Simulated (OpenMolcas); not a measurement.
# Ni³⁺: effect of the active space

```
Program             : OpenMolcas 26.06
Method              : SS-CASPT2 or its RAS form, IPEA 0.25 Eh, imaginary shift 0.1 Eh
Basis               : ANO-RCC-VDZP
Scalar Hamiltonian  : DKH2, point nucleus
Spin-orbit coupling : RASSI with atomic mean-field integrals over the reference wave functions, term energies averaged over their components
```

A. 7 electrons in 5 orbitals (3d); 2S+1 = 4 even, 10 roots; 2S+1 = 2 even, 40 roots; closed shells correlated: 3s 3p; CASPT2 step about 8 core-seconds
B. 7 electrons in 9 orbitals (RAS2 3d 4s; RAS3 4p, at most 2 electrons); 2S+1 = 4 even, 50 roots; 2S+1 = 6 even, 5 roots kept (CI in the orbitals of an earlier block); 2S+1 = 2 even, 83 roots kept (CI in the orbitals of an earlier block); 2S+1 = 4 odd, 5 roots (0 in the spin-orbit step); 2S+1 = 6 odd, 5 roots kept (CI in the orbitals of an earlier block, 0 in the spin-orbit step); closed shells correlated: 3s 3p; CASPT2 step about 120 core-seconds

Energies in cm⁻¹ above 3d⁷ ⁴F_9/2, the measured ground level; measured values from Corliss and Sugar, J. Phys. Chem. Ref. Data 10, 197 (1981).

```json
{"Level": "3d⁷ ⁴F_9/2", "A": "0.0", "B": "0.0", "Measured": "0.0"}
{"Level": "3d⁷ ⁴F_7/2", "A": "1224", "B": "1323", "Measured": "1190"}
{"Level": "3d⁷ ⁴F_5/2", "A": "2110", "B": "2270", "Measured": "2042"}
{"Level": "3d⁷ ⁴F_3/2", "A": "2710", "B": "2910", "Measured": "2621"}
{"Level": "3d⁷ ⁴P_5/2", "A": "19330", "B": "18890", "Measured": "18119"}
{"Level": "3d⁷ ⁴P_3/2", "A": "19700", "B": "19000", "Measured": "18367"}
{"Level": "3d⁷ ²G_9/2", "A": "20040", "B": "20090", "Measured": "19830"}
{"Level": "3d⁷ ⁴P_1/2", "A": "20300", "B": "19830", "Measured": "18958"}
{"Level": "3d⁷ ²G_7/2", "A": "21210", "B": "21350", "Measured": "20948"}
{"Level": "3d⁷ ²P_3/2 [70 %]", "A": "26030", "B": "23410", "Measured": "23649"}
{"Level": "3d⁷ ²H_11/2", "A": "27050", "B": "27700", "Measured": "26649"}
{"Level": "3d⁷ ²D_5/2(1)", "A": "27530", "B": "27210", "Measured": "27096"}
{"Level": "3d⁷ ²P_1/2", "A": "27560", "B": "24430", "Measured": "24651"}
{"Level": "3d⁷ ²H_9/2", "A": "28110", "B": "28840", "Measured": "27678"}
{"Level": "3d⁷ ²D_3/2(1) [73 %]", "A": "29680", "B": "29090", "Measured": "28778"}
{"Level": "3d⁷ ²F_5/2", "A": "45340", "B": "44640", "Measured": "43438"}
{"Level": "3d⁷ ²F_7/2", "A": "45860", "B": "45220", "Measured": "43859"}
{"Level": "3d⁷ ²D_3/2(2)", "A": "70550", "B": "68800", "Measured": "67360"}
{"Level": "3d⁷ ²D_5/2(2)", "A": "71140", "B": "69460", "Measured": "67990"}
```

Deviations, from unrounded energies. A percentage is the sum of absolute deviations over the sum of measured energies, with the sign that they share, or ± where signs differ.

```csv
Against measurement,Levels,A,B
mean absolute deviation (cm-1),18,1200,680
fine structure of the ground term (%),3,+3.2,+11.2
other terms of the ground configuration (%),15,+4.6,±2.4
```

B lies closest to measurement on these levels. The largest miss of B in the table is 3d⁷ ²D_5/2(2), by +1500 cm-1. The ranking rests on the paired levels alone, and a cruder setting can come out closer through cancelling errors.

Between A and B the level of the table that moves most is 3d⁷ ²P_1/2, by 3100 cm-1 (lowest in B, highest in A). Moves below CASPT2's spread within the term are not significant.

CASPT2 breaks the degeneracy within a term, and the mean is taken; among the terms shown or strongly mixed into the levels shown the widest spread is 1600 cm-1 (3d⁷ ²H, A). The basis is small and was not contracted for so high a charge. Some levels mix across a computed gap that differs much from the measured one, so their mixing is not that of the real levels (holds for A). The CASPT2 spread within a term exceeds the gap to the next term for 3d⁷ ²P and 3d⁷ ²H, 3d⁷ ²H and 3d⁷ ²D(1), so the order of their levels is uncertain (holds for A). Some high roots are left out of the spin-orbit mixing, which shifts the levels that they would mix with (holds for B). Terms from blocks run as CI alone lack orbitals of their own (holds for B). Computed and measured levels are paired by configuration, term and J; levels that our copy of the source lacks, or whose pairing is in doubt (as where it misses far off the trend of its configuration), stay unpaired and out of the deviations. Levels of configurations outside the active space are missing. Levels that lie high or do not pair safely by name in every column are left out.

A share in square brackets marks a mixed level and gives the weight of the term that names it, the lowest over the columns. A number in round brackets counts repeated terms of one configuration in the order of the reference energies.
